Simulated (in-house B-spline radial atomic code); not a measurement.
Values are calculated unless marked as measured or tabulated.
# Making a Troullier-Martins d channel for Mn, r_c = 2.56 bohr

Mn, [Ar] 3d5 4s2, non-relativistic PBE, spherical and spin-unpolarised, from a B-spline radial code for spherical atoms (atomic units). The all-electron 3d level is ε = -0.257602 hartree and its outer maximum at 0.75 bohr.

Inside r_c the pseudo-orbital is u(r) = r^3 exp(p(r)), with p = c0 + c2 r² + c4 r⁴ + … + c12 r¹². The seven coefficients follow from p and its first four derivatives at r_c, from zero curvature of the screened potential at the origin, c4 = −c2²/(2l + 5), and from the norm inside r_c. At r_c the all-electron orbital has P = 0.2827953, P' = -0.2081054, the screened potential V = -0.4407311, V' = 0.3380364, V'' = -0.400101, and the norm inside is Q = 0.9456763.

Question: What are p, p' and p'' at r_c?

Answer: p = ln(P/r_c^3) = ln(0.2827953/16.7772) = -4.08305. p' = P'/P − 3/r_c = -0.73589 − 1.17188 = -1.90776. The radial equation gives p'' = 2(V − ε) − 2(3) p'/r_c − p'² = -0.36626 − (-4.47132) − 3.63956 = 0.46550. Differentiating, p''' = 2V' + 2(3)p'/r_c² − 2(3)p''/r_c − 2p'p'' = -0.38542, and p'''' = 2V'' − 4(3)p'/r_c³ + 4(3)p''/r_c² − 2(3)p'''/r_c − 2p''² − 2p'p''' = 0.41606.

For a trial c2 the five matching conditions are linear in c0, c6, c8, c10 and c12, and c2 is varied until the norm inside r_c equals Q. The root nearest zero gives:

```tsv
n	c_n
0	1.298173
2	-1.240643
4	-0.1710217
6	0.1139739
8	-0.02080617
10	0.00171293
12	-5.444372e-05
```

Question: Check c4 and p(r_c), and find the screened pseudopotential at the origin.

Answer: −c2²/9 = -0.171022, as listed. The terms c_n r_c^n are 1.29817, -8.13068, -7.34532, 32.08081, -38.38061, 20.70805, -4.31348, which sum to -4.08305. Inverting the radial equation, V_l(r) = ε + 3 p'/r + (p'' + p'²)/2, so V_l(0) = ε + (2l + 3) c2 = -0.257602 + 7 × (-1.24064) = -8.9421 hartree, finite where the all-electron potential diverges.

Orbitals and screened potentials:

| r (bohr) | P | u | V all-electron | V pseudo |
| --- | --- | --- | --- | --- |
| 0.256 | 0.3677 | 0.05661 | -48.33 | -8.919 |
| 0.64 | 0.8717 | 0.5654 | -9.821 | -8.196 |
| 1.024 | 0.8303 | 0.9888 | -3.527 | -5.538 |
| 1.408 | 0.658 | 0.826 | -1.662 | -2.071 |
| 1.792 | 0.499 | 0.542 | -0.9401 | -0.2984 |
| 2.176 | 0.3754 | 0.3776 | -0.6108 | -0.3055 |
| 2.56 | 0.2828 | 0.2828 | -0.4407 | -0.4407 |

Logarithmic derivatives P'/P at R = 2.86 bohr, for energies E around ε:

| E − ε (hartree) | all-electron | pseudo |
| --- | --- | --- |
| -0.5 | 1.20768 | 1.25253 |
| -0.25 | 0.90588 | 0.954985 |
| -0.1 | 0.51375 | 0.551394 |
| 0 | -0.734763 | -0.734761 |
| 0.1 | 2.37328 | 2.75844 |
| 0.25 | 1.13194 | 1.32548 |
| 0.5 | 0.640314 | 0.859859 |
